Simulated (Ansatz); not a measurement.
## Nudged elastic band run: Cl3GaH2

Input file:

```yaml
crystal:
  periodic: [false, false, false]
  atoms:
    - { symbol: Ga, position_ang: [0.304152, 0.366276, -0.648202] }
    - { symbol: Cl, position_ang: [1.82928, -1.108881, -0.691983] }
    - { symbol: Cl, position_ang: [-1.456575, 0.103763, -1.800491] }
    - { symbol: Cl, position_ang: [0.633176, 2.200305, 0.364166] }
    - { symbol: H, position_ang: [-0.370424, -1.034403, 1.35943] }
    - { symbol: H, position_ang: [-0.939609, -0.52696, 1.41708] }
basis:
  gaussian: { orbitals: def2-SVP }
hamiltonian:
  xc: cam_b3lyp
  dispersion: d4
neb:
  order_check: false
  images: 5
  f_tol: 0.03
  max_iterations: 60
  final_atoms:
    - { symbol: Ga, position_ang: [-0.81774199, 0.28731054, 0.02282174] }
    - { symbol: Cl, position_ang: [1.24472849, -1.53112776, 0.07994158] }
    - { symbol: Cl, position_ang: [-1.2744596, 0.23595304, -2.06790015] }
    - { symbol: Cl, position_ang: [0.65728938, 1.79296741, 0.55091862] }
    - { symbol: H, position_ang: [1.90998975, -0.4408255, 0.31078892] }
    - { symbol: H, position_ang: [-1.71980602, -0.34417774, 1.10342928] }
  initial_path:
    images:
      - { positions_ang: [[0.304152, 0.366276, -0.648202], [1.82928, -1.108881, -0.691983], [-1.456575, 0.103763, -1.800491], [0.633176, 2.200305, 0.364166], [-0.370424, -1.034403, 1.35943], [-0.939609, -0.52696, 1.41708]] }
      - { positions_ang: [[0.15006301, 0.4349145, -0.56396527], [1.72468236, -1.21054855, -0.4950201], [-1.46735343, 0.12920953, -1.8427629], [0.64052658, 2.24739498, 0.34123084], [-0.20316948, -1.05753218, 1.21926295], [-0.84474904, -0.54333827, 1.34125448]] }
      - { positions_ang: [[-0.00402598, 0.50355299, -0.47972853], [1.62008472, -1.3122161, -0.2980572], [-1.47813185, 0.15465606, -1.8850348], [0.64787715, 2.29448496, 0.31829568], [-0.03591496, -1.08066137, 1.0790959], [-0.74988907, -0.55971655, 1.26542896]] }
      - { positions_ang: [[-0.15811497, 0.57219149, -0.3954918], [1.51548707, -1.41388365, -0.10109431], [-1.48891028, 0.18010259, -1.9273067], [0.65522773, 2.34157494, 0.29536051], [0.13133956, -1.10379055, 0.93892885], [-0.65502911, -0.57609482, 1.18960344]] }
      - { positions_ang: [[-0.37799065, 0.47723117, -0.25605395], [1.42523421, -1.45296502, -0.04074901], [-1.41742672, 0.19871941, -1.97417118], [0.65591494, 2.15870577, 0.38054655], [0.72422295, -0.8828022, 0.72954887], [-1.00995475, -0.49878913, 1.16087872]] }
      - { positions_ang: [[-0.59786632, 0.38227086, -0.11661611], [1.33498135, -1.49204639, 0.01959629], [-1.34594316, 0.21733623, -2.02103567], [0.65660216, 1.97583659, 0.46573259], [1.31710635, -0.66181385, 0.5201689], [-1.36488038, -0.42148344, 1.132154]] }
      - { positions_ang: [[-0.81774199, 0.28731054, 0.02282174], [1.24472849, -1.53112776, 0.07994158], [-1.2744596, 0.23595304, -2.06790015], [0.65728938, 1.79296741, 0.55091862], [1.90998975, -0.4408255, 0.31078892], [-1.71980602, -0.34417774, 1.10342928]] }
```

Command:

```bash
$ ansatz run input.yaml --threads 2 --pin off --max-ram 3072MiB --backend cpu --events-out ev --progress --plain --runs-dir out
```

Output, in part (warnings, iteration lines, the closing report on the highest movable image, with atoms numbered from 0):

```
NEB end point (image 0): max|allowed force component| = 1.453e-2 eV/Å (the criterion of neb.relax_end_points is 1.000e-2)
NEB end point (image 6): max|allowed force component| = 2.121e-2 eV/Å (the criterion of neb.relax_end_points is 1.000e-2)
NEB iter   1: max|band force component| = 2.229e1 eV/Å  barrier→ = 4.1860 eV  barrier← = 3.6776 eV  Δτ_max = 0.1970 Å  (165 SCF iters)
NEB iter   2: max|band force component| = 5.169e0 eV/Å  barrier→ = 1.4760 eV  barrier← = 0.9676 eV  Δτ_max = 0.1982 Å  (145 SCF iters)
NEB iter   3: max|band force component| = 2.735e0 eV/Å  barrier→ = 1.4337 eV  barrier← = 0.9253 eV  Δτ_max = 0.1969 Å  (134 SCF iters)
NEB iter   4: max|band force component| = 2.368e0 eV/Å  barrier→ = 1.2411 eV  barrier← = 0.7327 eV  Δτ_max = 0.1994 Å  (132 SCF iters)
NEB iter   5: max|band force component| = 1.268e0 eV/Å  barrier→ = 1.4288 eV  barrier← = 0.9204 eV  Δτ_max = 0.1963 Å  (138 SCF iters)
NEB iter   6: max|band force component| = 7.202e-1 eV/Å  barrier→ = 1.3376 eV  barrier← = 0.8293 eV  Δτ_max = 0.1944 Å  (135 SCF iters)
NEB iter   7: max|band force component| = 1.536e0 eV/Å  barrier→ = 1.2408 eV  barrier← = 0.7324 eV  Δτ_max = 0.0983 Å  (140 SCF iters)
NEB iter   8: max|band force component| = 6.633e-1 eV/Å  barrier→ = 1.2469 eV  barrier← = 0.7385 eV  CI = image 2  Δτ_max = 0.1412 Å  (131 SCF iters)
NEB iter   9: max|band force component| = 5.218e-1 eV/Å  barrier→ = 1.3037 eV  barrier← = 0.7953 eV  CI = image 2  Δτ_max = 0.1491 Å  (135 SCF iters)
NEB iter  10: max|band force component| = 6.944e-1 eV/Å  barrier→ = 1.3311 eV  barrier← = 0.8227 eV  CI = image 2  Δτ_max = 0.0733 Å  (130 SCF iters)
NEB iter  11: max|band force component| = 1.035e-1 eV/Å  barrier→ = 1.3466 eV  barrier← = 0.8382 eV  CI = image 2  Δτ_max = 0.0408 Å  (131 SCF iters)
NEB iter  12: max|band force component| = 9.533e-2 eV/Å  barrier→ = 1.3454 eV  barrier← = 0.8371 eV  CI = image 2  Δτ_max = 0.0273 Å  (124 SCF iters)
NEB iter  13: max|band force component| = 3.285e-2 eV/Å  barrier→ = 1.3455 eV  barrier← = 0.8371 eV  CI = image 2  Δτ_max = 0.0202 Å  (127 SCF iters)
NEB iter  14: max|band force component| = 1.145e-2 eV/Å  barrier→ = 1.3454 eV  barrier← = 0.8371 eV  CI = image 2  Δτ_max = 0.0000 Å  (228 SCF iters)
Total energy: -89966.83099259 eV, -3306.2200572693 hartree
Atom 0 at    -0.202628     0.430856    -0.224098 Å, force     0.006221     0.006388     0.000442 eV/Å
Atom 1 at     1.444375    -1.319468    -0.093578 Å, force     0.004546     0.001907    -0.000542 eV/Å
Atom 2 at    -1.441868     0.167830    -1.930018 Å, force    -0.001881    -0.000397     0.001909 eV/Å
Atom 3 at     0.646929     2.305135     0.307123 Å, force    -0.001341    -0.004115    -0.002702 eV/Å
Atom 4 at     0.226386    -1.085829     0.830046 Å, force    -0.006031    -0.001486     0.000759 eV/Å
Atom 5 at    -0.673194    -0.498425     1.110525 Å, force    -0.001514    -0.002297     0.000134 eV/Å
Dipole moment:    -0.065485    -0.222129     0.272579 e Å
```

The run converged. A vibrational analysis at the climbing image gives one clearly imaginary mode, 1140i cm⁻¹: a first-order saddle point. The orbitals stay closed-shell, which can raise the energy where a bond breaks towards radicals; this wasn't checked here.

Final band (atoms are numbered from 1 in the order of the input):

```tsv
image	path coordinate (Å)	energy (eV)	H5–H6 (Å)	Ga1–H6 (Å)	Cl2–H5 (Å)
0	0.00	0.00	0.76	2.57	3.01
1	0.70	0.25	0.78	2.11	2.24
2	1.39	1.35	1.11	1.69	1.55
3	2.24	0.71	2.11	1.55	1.29
4	3.08	0.60	3.05	1.55	1.29
5	3.93	0.57	3.51	1.54	1.29
6	4.77	0.51	3.72	1.54	1.30
```

Run time: 3.6 min on 2 threads of Arm Neoverse V1, on a shared host, peak memory 0.28 GiB.
